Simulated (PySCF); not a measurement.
Se(OMe)(SeH) (CH₄OSe₂), SMILES CO[Se][SeH]. Coordinates come from a ωB97X-D3(BJ)/def2-SVP optimisation. The values are those of a single conformer.

Computed equilibrium geometry at ωB97X-D3(BJ)/def2-SVP (PySCF confirms it by a frequency run) as a Z-matrix (one conformer of several):
```
C
H 1 1.1006
H 1 1.1051 2 109.25
H 1 1.1058 2 108.56 3 -118.56
O 1 1.4130 2 106.74 4 -120.09
Se 5 1.7975 1 115.49 2 -175.88
Se 6 2.2977 5 102.38 1 -73.69
H 7 1.4713 6 97.39 5 92.21
```
Charge 0, spin multiplicity 1.
